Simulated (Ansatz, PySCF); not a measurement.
C4H5, SMILES [CH2]C#CC, multiplicity 2. Atoms are numbered in the order given.

```xyz
9

C      1.9044     0.1138     0.5199
C      0.4968     0.0291     0.1309
C     -0.6886    -0.0417    -0.1886
C     -2.0186    -0.1211    -0.5485
H      2.4470    -0.8035     0.2413
H      2.0026     0.2451     1.6104
H      2.3985     0.9686     0.0317
H     -2.5772     0.7771    -0.8267
H     -2.5377    -1.0837    -0.5622
```
Charge 0, spin multiplicity 2.

Geometry: ωB97X-D3(BJ)/def2-SVP.

Two levels are set side by side: PBE-D3(BJ)/def2-SVP (Ansatz, a quantum-chemistry and plane-wave program) and ωB97X-D3(BJ)/def2-SVP (PySCF). Each level has its own optimised geometry; the coordinates shown are those of the second. Differences are taken from unrounded values.

```json
[
 {"quantity": "mean bond length (Å)", "ωB97X-D3(BJ)": "1.196"},
 {"quantity": "bond C1–C2 (Å)", "ωB97X-D3(BJ)": "1.463"},
 {"quantity": "bond C2–C3 (Å)", "ωB97X-D3(BJ)": "1.230"},
 {"quantity": "bond C3–C4 (Å)", "ωB97X-D3(BJ)": "1.380"},
 {"quantity": "bond C1–H5 (Å)", "ωB97X-D3(BJ)": "1.102"},
 {"quantity": "bond C1–H6 (Å)", "ωB97X-D3(BJ)": "1.103"},
 {"quantity": "bond C1–H7 (Å)", "ωB97X-D3(BJ)": "1.101"},
 {"quantity": "bond C4–H8 (Å)", "ωB97X-D3(BJ)": "1.094"},
 {"quantity": "bond C4–H9 (Å)", "ωB97X-D3(BJ)": "1.094"}
]
```

**Question.** What does PBE-D3(BJ) give, and how far is it from ωB97X-D3(BJ)? (An estimate is asked for; the answer gives what the named calculation found.)

**Answer.** 
```
quantity              PBE-D3(BJ)  PBE-D3(BJ) minus ωB97X-D3(BJ)
--------------------  ----------  -----------------------------
mean bond length (Å)       1.201                          0.006
bond C1–C2 (Å)             1.452                         -0.011
bond C2–C3 (Å)             1.246                          0.017
bond C3–C4 (Å)             1.373                         -0.007
bond C1–H5 (Å)             1.111                          0.010
bond C1–H6 (Å)             1.113                          0.010
bond C1–H7 (Å)             1.111                          0.010
bond C4–H8 (Å)             1.102                          0.008
bond C4–H9 (Å)             1.102                          0.008
```

Exact exchange shortens and stiffens bonds; PBE has none. Differences between two approximate levels are no errors against the true value.
